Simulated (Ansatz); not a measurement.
BH4OPSi (`B[SiH]1OP1`), charge 0, multiplicity 1.

(1) Give a relaxed structure at PBE0-D4/def2-TZVP (Ansatz 0.2.0). (Best estimate.)

Answers

(1) Ansatz gave: 
Cartesian coordinates in Å:
```
B 0.286 -1.182 -0.717
Si -0.421 0.620 -0.517
O -1.285 0.957 0.893
P 0.286 1.344 1.425
H 0.040 -1.988 0.128
H 1.053 -1.449 -1.593
H -0.622 1.631 -1.580
H 0.663 0.067 1.962
```
